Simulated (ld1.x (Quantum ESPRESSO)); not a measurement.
What one change does to a pseudopotential (N, RRKJ)

N, norm-conserving RRKJ (Kleinman–Bylander form), made with ld1.x (Quantum ESPRESSO) 7.5 (PBE, scalar-relativistic). Core [He], reference 2s2 2p2.5 (charge +0.5). Waves: 2s (bound): rc 1.00 bohr; 3d channel at 0.05 Ry: rc 1.05 bohr; 2p (bound): rc 1.25 bohr. Local part: the p channel. Core correction: Bessel-smoothed model core inside 0.80 bohr.

All-electron outer shells of the reference configuration (PBE, scalar-relativistic, ld1.x):

```json
{"shell": "2s", "level (eV)": "-25.12", "outermost node (bohr)": "0.32", "outermost maximum (bohr)": "1.00"}
{"shell": "2p", "level (eV)": "-13.44", "outermost node (bohr)": "–", "outermost maximum (bohr)": "0.94"}
```

Change: core correction Bessel-smoothed model core inside 0.68 bohr.

Cutoffs: the cutoffs (Ry, on a coarse ladder) from which the occupation-weighted sum of valence levels, in a spherical-Bessel basis at the reference potential, stays within 10 and 1 mRy of its value at 400 Ry; they do not see the model core or the augmentation charge, which bear on the density cutoff. Errors are all-electron minus pseudo energies relative to the spin-unpolarised reference configuration.

Problem. How do hardness, ghosts and transferability respond?

Solution. The potential gets neither clearly harder nor softer (80 Ry and 110 Ry → 80 Ry and 110 Ry); of the 7 tests that both files solve, the error grows in 2 and shrinks in 0 by more than 15 % and 0.3 meV (median size 0.7 → 0.8 meV); neither file shows a bound ghost. A model core, the more so a compact one, raises the density cutoff, which this test does not measure.

```csv
quantity,base,changed
"cutoff, loose",80 Ry,80 Ry
"cutoff, tight",110 Ry,110 Ry
bound ghosts,none,none
"error for 2s2 2p3, meV [ΔE -5.09 eV]",-0.1,0.0
"error for 2s2 2p2, meV [ΔE 8.50 eV]",+0.2,+0.5
"error for 2s2 2p1, meV [ΔE 37.35 eV]",+28,+34
"error for 2s2 2p3.3, meV [ΔE -6.71 eV]",-0.7,-0.6
"error for 2s0 2p5, meV [ΔE 17.95 eV]",+29,+26
"error for 2s1 2p3, meV [ΔE 20.28 eV]",+0.3,+0.8
"error for 2s1 2p4, meV [ΔE 6.41 eV]",+8.7,+7.9
s: phases at 1.35 bohr within 0.05 rad from the reference energy up to (Ry; the scan ends near 5),to the end of the scan,to the end of the scan
p: phases at 1.35 bohr within 0.05 rad from the reference energy up to (Ry; the scan ends near 5),to the end of the scan,to the end of the scan
d: phases at 1.35 bohr within 0.05 rad from the reference energy up to (Ry; the scan ends near 5),to the end of the scan,to the end of the scan
```
